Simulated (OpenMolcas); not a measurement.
**Re3+: moving or changing the point charges**

Re3+ among 6 point charges of -1.7 e arranged as a tetragonal octahedron (D4h), 2.09 Å from the ion, with the axial distance 1.797 Å.

| Property | Result |
| --- | --- |
| Program | OpenMolcas 26.06 |
| Method | CASSCF |
| Basis | ANO-RCC-VDZP [7s6p4d2f1g] |
| Scalar Hamiltonian | DKH2, point nucleus |
| Active space | 4 electrons in 5 orbitals (5d) |
| State averaging | 2S+1 = 5 even, 5 roots; 2S+1 = 3 even, 45 roots; 2S+1 = 1 even, 50 roots |
| Spin-orbit coupling | state interaction with AMFI integrals over the reference wave functions |

Runs around this geometry, states (labels of D4, the rotations of D4h). Energies in cm-1 above the lowest state or level, χT in cm3 K/mol.

```
R (Å)  q (e)  Axial / equatorial distance  Ground state  First state of that spin  First gap with spin-orbit (degeneracies)  χT at 300 K  First state of another spin
 2.09  -1.36                         0.86           5A1                  5B1 9065                               1517 (1, 2)        0.426                     3A2 8224
 2.09   -1.7                         0.86           5A1                 5B1 10333                               1524 (1, 2)        0.454                     3A2 5471
 2.31   -1.7                         0.86           5A1                  5B1 8553                               1533 (1, 2)        0.385                    3A2 10143
 2.09   -1.7                         0.93           5A1                  5B1 5267                               2059 (1, 2)        0.277                     3A2 6166
```

Taking the first state of the same spin as R^-n, n = -ln(8553 / 10333) / ln(2.31 / 2.09) = 1.9 between the shortest and longest distance.

Scaling the charges by -1.36 / -1.7 = 0.80 scales the first state of the same spin by 9065 / 10333 = 0.88; with fixed orbitals a first-order splitting would follow the charge.

Without dynamic correlation the repulsion within the d shell is too large (B by tens of per cent), so at a given field states of lower spin stand too high. This shell can be high or low spin here, a state of another spin lies low, and with metal d orbitals alone active their balance is uncertain, so the ground spin may be wrong. Point charges give a weaker field than real ligands, and real ions of this kind are as a rule low spin; the high spin found here belongs to the model. Spin-orbit coupling mixes the spin-free states strongly: the lowest level takes only 60 % from its leading state, 5A1 (figures for R = 2.09, q = -1.36, ratio = 0.86; the like holds for R = 2.09, q = -1.7, ratio = 0.86, R = 2.31, q = -1.7, ratio = 0.86, R = 2.09, q = -1.7, ratio = 0.93). Point charges carry no covalency, so the field is a model and not that of real ligands. No measured value stands beside these numbers.
